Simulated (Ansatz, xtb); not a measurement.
# C4H6ClFO2: which of two isomers lies lower

We compare I, `O=C(O)C[C@H](F)CCl`, a singlet, with II, `C[C@](F)(Cl)CC(=O)O`, a singlet. Both are isolated molecules in the gas phase, relaxed with B3LYP/def2-SVP, each in the lowest conformer that the search found.

Quicker runs give these differences E(II) − E(I): GFN2-xTB −19.4 kJ/mol; HF/STO-3G −19.9 kJ/mol (at GFN2-xTB geometries); r2SCAN-D4/def2-SVP −21.4 kJ/mol (at GFN2-xTB geometries).

**Question.** Estimate E(II) − E(I) at the level CCSD(T)/def2-SVP + ΔMP2/def2-TZVPP.

**Answer.** Calculated at CCSD(T)/def2-SVP + ΔMP2/def2-TZVPP: E(II) − E(I) = −12.2 kJ/mol, so structure II lies lower.

The same difference at several levels:

| level | geometry | E(II) − E(I) (kJ/mol) | departure from the last row (kJ/mol) | job, with rough time for the two |
| --- | --- | --- | --- | --- |
| GFN2-xTB | GFN2-xTB | −19.4 | −7.2 | optimisation, 0.23 s |
| HF/STO-3G | GFN2-xTB | −19.9 | −7.7 | single point, 0.44 s |
| r2SCAN-D4/def2-SVP | GFN2-xTB | −21.4 | −9.2 | single point, 4.5 s |
| B3LYP/def2-SVP | B3LYP/def2-SVP | −14.7 | −2.5 | optimisation, 70 s |
| HF/def2-SVP | B3LYP/def2-SVP | −3.2 | +9.0 | part of the CCSD(T) run |
| MP2/def2-SVP | B3LYP/def2-SVP | −22.5 | −10.4 | part of the CCSD(T) run |
| CCSD(T)/def2-SVP | B3LYP/def2-SVP | −19.5 | −7.3 | single point |
| CCSD(T)/def2-SVP + ΔMP2/def2-TZVPP | B3LYP/def2-SVP | −12.2 |  | single point, 1.9 min |

As drawn, both hold the same kinds of bond in the same numbers. Structure I has 0 methyl groups, II 1.

The levels shown agree on the order. The largest departure from CCSD(T)/def2-SVP + ΔMP2/def2-TZVPP is that of MP2/def2-SVP, 10.4 kJ/mol. The last row adds to CCSD(T) the change of the MP2 difference between the two basis sets, here +7.3 kJ/mol.

With thermal terms from frequencies at re-optimised GFN2-xTB minima (ideal gas, soft modes damped towards free rotors, one conformer each, 298.15 K, 1 atm): the zero-point term adds −1.1 kJ/mol; ΔH is −12.8 and ΔG −12.2 kJ/mol.

The correlated steps freeze 12 core orbitals. Programs: Ansatz 0.2.0, xtb 6.7.1; the last row on 4 threads of Arm Neoverse V1 on a shared host.
